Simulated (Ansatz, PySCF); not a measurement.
Species: CH₂NO, net charge 1, singlet state. It need not be the lowest isomer of its formula. 
Structure (B3LYP-D3(BJ)/def2-TZVP (Ansatz, a quantum-chemistry and plane-wave program) minimum search):
```
C
N 1 1.1405
O 1 1.2401 2 174.27
H 3 0.9817 1 117.72 2 -180.00
H 2 1.0092 4 165.89 3 180.00
```
Charge +1, spin multiplicity 1.

Quantity: vertical ionisation energy (to the doublet state of charge +2; each state is the SCF solution reached for its spin; the UHF <S^2> is 0.93 for the doublet (pure: 0.75)), in eV. Valence correlation only, unless marked. Open shells are spin-unrestricted. Spin-orbit coupling is left out. Non-relativistic. Basis-set limits of correlation are two-point, X^-3; Hartree-Fock from the larger set. The bracket is a focal-point correction in the basis named.

| level | program | vertical ionisation energy (eV) | minus last row |
|---|---|---|---|
| HF/aug-cc-pVQZ | Ansatz | 18.99 | -1.40 |
| SVWN5/def2-TZVPD | Ansatz | 20.31 | -0.08 |
| CAM-B3LYP/def2-TZVPD | Ansatz | 20.23 | -0.16 |
| wB97X-V/def2-TZVPD | Ansatz | 20.18 | -0.21 |
| B2PLYP/def2-TZVPD | Ansatz | 20.21 | -0.18 |
| MP2/aug-cc-pVDZ | Ansatz | 20.67 | 0.28 |
| RI-MP2/CBS(aug-cc-pVTZ,aug-cc-pVQZ)+[CCSD(T)-MP2]/aug-cc-pVTZ | Ansatz | 20.39 | 0.00 |

For comparison, minus the highest occupied orbital energy (PySCF): 15.80 eV at SVWN5/def2-TZVPD, 18.70 eV at M06-2X/def2-TZVPD, 15.80 eV at M06-L/def2-TZVPD.
